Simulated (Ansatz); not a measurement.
[10]phenacene, `c1ccc2c(c1)ccc1c2ccc2c1ccc1c2ccc2c3ccc4c5ccc6ccccc6c5ccc4c3ccc12`, relaxed as a singlet with RKS r2SCAN-D4/def2-SVP in Ansatz, starting from the GFN2-xTB geometry. Force threshold 0.03 eV/Å.

Single mean-field runs in def2-SVP are fitted with def2-universal-jkfit.

Start:

```xyz
66

C     3.034    3.870   -9.912
C     1.702    4.088   -9.550
C     1.226    3.648   -8.341
C     2.054    2.968   -7.430
C     3.401    2.752   -7.806
C     3.868    3.211   -9.049
C     4.266    2.070   -6.914
C     3.827    1.621   -5.713
C     2.485    1.812   -5.288
C     1.598    2.488   -6.151
C     0.266    2.672   -5.718
C    -0.170    2.219   -4.511
C     0.686    1.536   -3.617
C     2.025    1.335   -4.016
C     2.883    0.655   -3.119
C     2.452    0.200   -1.913
C     1.119    0.381   -1.477
C     0.231    1.056   -2.341
C    -1.101    1.236   -1.901
C    -1.528    0.783   -0.692
C    -0.669    0.101    0.200
C    -1.120   -0.380    1.476
C    -2.453   -0.201    1.914
C    -2.882   -0.657    3.119
C    -2.025   -1.337    4.015
C    -2.484   -1.812    5.289
C    -3.827   -1.622    5.714
C    -4.265   -2.070    6.915
C    -3.400   -2.753    7.806
C    -3.868   -3.215    9.048
C    -3.034   -3.875    9.910
C    -1.702   -4.091    9.549
C    -1.225   -3.648    8.341
C    -2.053   -2.967    7.430
C    -1.597   -2.486    6.152
C    -0.264   -2.667    5.720
C     0.171   -2.216    4.511
C    -0.686   -1.536    3.616
C    -0.233   -1.055    2.339
C     1.099   -1.235    1.900
C     1.527   -0.780    0.692
C     0.668   -0.099   -0.201
H     3.398    4.223  -10.865
H     1.042    4.607  -10.231
H     0.192    3.836   -8.100
H     4.901    3.030   -9.314
H     5.292    1.913   -7.214
H     4.526    1.109   -5.072
H    -0.438    3.185   -6.354
H    -1.200    2.394   -4.244
H     3.913    0.482   -3.384
H     3.160   -0.311   -1.282
H    -1.813    1.746   -2.530
H    -2.557    0.956   -0.422
H    -3.162    0.310    1.284
H    -3.913   -0.485    3.384
H    -4.525   -1.109    5.073
H    -5.292   -1.914    7.213
H    -4.901   -3.039    9.312
H    -3.399   -4.228   10.864
H    -1.042   -4.610   10.229
H    -0.191   -3.836    8.100
H     0.440   -3.177    6.356
H     1.201   -2.389    4.248
H     1.811   -1.744    2.530
H     2.557   -0.950    0.424
```

| step | energy (eV) | largest force component (eV/Å) | SCF passes |
| --- | --- | --- | --- |
| 1 | -43892.1953 | 0.497 | 20 |
| 2 | -43892.4355 | 0.125 | 21 |
| 3 | -43892.4544 | 0.091 | 22 |
| 4 | -43892.4553 | 0.027 | 16 |

Force components are those of the run's own axes.

End:

```xyz
66

C     3.045    3.903   -9.987
C     1.702    4.120   -9.616
C     1.229    3.672   -8.393
C     2.071    2.987   -7.482
C     3.432    2.771   -7.865
C     3.893    3.238   -9.121
C     4.304    2.084   -6.969
C     3.865    1.631   -5.755
C     2.513    1.822   -5.325
C     1.613    2.502   -6.192
C     0.272    2.688   -5.757
C    -0.166    2.231   -4.539
C     0.699    1.545   -3.641
C     2.051    1.340   -4.040
C     2.915    0.654   -3.138
C     2.479    0.197   -1.921
C     1.136    0.381   -1.484
C     0.239    1.062   -2.355
C    -1.104    1.246   -1.918
C    -1.540    0.789   -0.701
C    -0.676    0.103    0.199
C    -1.136   -0.380    1.485
C    -2.479   -0.197    1.921
C    -2.916   -0.654    3.138
C    -2.051   -1.339    4.040
C    -2.513   -1.821    5.325
C    -3.865   -1.632    5.755
C    -4.304   -2.086    6.968
C    -3.432   -2.773    7.865
C    -3.893   -3.242    9.119
C    -3.045   -3.907    9.985
C    -1.702   -4.122    9.615
C    -1.229   -3.673    8.393
C    -2.070   -2.987    7.482
C    -1.613   -2.502    6.193
C    -0.271   -2.685    5.758
C     0.167   -2.228    4.540
C    -0.699   -1.543    3.642
C    -0.239   -1.060    2.355
C     1.104   -1.245    1.919
C     1.540   -0.787    0.701
C     0.676   -0.102   -0.199
H     3.411    4.260  -10.954
H     1.026    4.645  -10.297
H     0.184    3.857   -8.139
H     4.938    3.061   -9.392
H     5.343    1.925   -7.272
H     4.571    1.112   -5.107
H    -0.440    3.206   -6.401
H    -1.207    2.406   -4.266
H     3.957    0.478   -3.409
H     3.194   -0.321   -1.280
H    -1.819    1.764   -2.559
H    -2.582    0.964   -0.429
H    -3.194    0.320    1.279
H    -3.957   -0.479    3.408
H    -4.572   -1.113    5.107
H    -5.344   -1.927    7.271
H    -4.939   -3.065    9.391
H    -3.411   -4.264   10.952
H    -1.026   -4.647   10.296
H    -0.183   -3.857    8.139
H     0.441   -3.203    6.403
H     1.208   -2.401    4.268
H     1.819   -1.762    2.560
H     2.582   -0.962    0.429
```

By distances, no bond broke or formed. The bond that changes most is C29–C34, from 1.42 to 1.43 Å (atoms count from 1).

No frequencies were taken in this run, so the end may be a saddle point.

Run time 26 s (2 threads of AMD EPYC 7R13 on a shared host and a share (18 GiB) of an NVIDIA H100 80GB HBM3), peak host memory 1.2 GiB.
